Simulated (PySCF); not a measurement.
**Electron correlation in Ba (barium, neutral)**

[Xe] 6s1 7s1, high-spin 3S determinant (an excited configuration). Computed with PySCF 2.14 in x2c-TZVPPall with one added diffuse shell each of s, p, d type (12s8p7d2f1g, 94 functions), with the spin-free X2C one-electron Hamiltonian (Gaussian nucleus). Frozen: [Xe]; 2 electrons correlated.

With two correlated electrons CCSD is exact within the correlated space (frozen core and kept virtual orbitals).

| level | correlation energy (mhartree) |
| --- | --- |
| CCSD | -4.62 |

Diagnostics: T1 = 0.019, D1 = 0.0380, largest double amplitude 0.073.

The outer electron is Rydberg-like, and this basis confines it to a smaller radius and binds it less than a complete one would.

Cost of the coupled-cluster step: of the order of 9 core-seconds, for 2 correlated electrons.

Iterations:

```
CC2 = 0
CCSD nocc = (np.int64(2), np.int64(0)), nmo = (67, 67)
frozen orbitals [[0, 1, 2, 3, 4, 5, 6, 7, 8, 9, 10, 11, 12, 13, 14, 15, 16, 17, 18, 19, 20, 21, 22, 23, 24, 25, 26], [0, 1, 2, 3, 4, 5, 6, 7, 8, 9, 10, 11, 12, 13, 14, 15, 16, 17, 18, 19, 20, 21, 22, 23, 24, 25, 26]]
max_cycle = 100
direct = 0
conv_tol = 1e-08
conv_tol_normt = 1e-06
diis_space = 8
diis_start_cycle = 0
Init t2, MP2 energy = -0.00204475994164367
Init E_corr(UCCSD) = -0.00204475994218961
cycle = 1  E_corr(UCCSD) = -0.00311733865497816  dE = -0.00107257871  norm(t1,t2) = 0.043661
cycle = 2  E_corr(UCCSD) = -0.00372276006597352  dE = -0.000605421411  norm(t1,t2) = 0.0266299
cycle = 3  E_corr(UCCSD) = -0.00462701664546216  dE = -0.000904256579  norm(t1,t2) = 0.0164719
cycle = 4  E_corr(UCCSD) = -0.00461092028911539  dE = 1.60963563e-05  norm(t1,t2) = 0.00157078
cycle = 5  E_corr(UCCSD) = -0.00462590008658764  dE = -1.49797975e-05  norm(t1,t2) = 0.000570637
cycle = 6  E_corr(UCCSD) = -0.00461111169313463  dE = 1.47883935e-05  norm(t1,t2) = 0.00037093
cycle = 7  E_corr(UCCSD) = -0.00461977379758304  dE = -8.66210445e-06  norm(t1,t2) = 0.00018225
cycle = 8  E_corr(UCCSD) = -0.00461875006057846  dE = 1.023737e-06  norm(t1,t2) = 3.55602e-05
cycle = 9  E_corr(UCCSD) = -0.00461925251978015  dE = -5.02459202e-07  norm(t1,t2) = 1.56204e-05
cycle = 10  E_corr(UCCSD) = -0.00461951960927264  dE = -2.67089492e-07  norm(t1,t2) = 1.56748e-05
cycle = 11  E_corr(UCCSD) = -0.00461942183769745  dE = 9.77715752e-08  norm(t1,t2) = 2.46633e-06
cycle = 12  E_corr(UCCSD) = -0.00461942159466348  dE = 2.43033967e-10  norm(t1,t2) = 7.0142e-07
UCCSD converged
E(UCCSD) = -8131.514618294581  E_corr = -0.004619421594663478
```
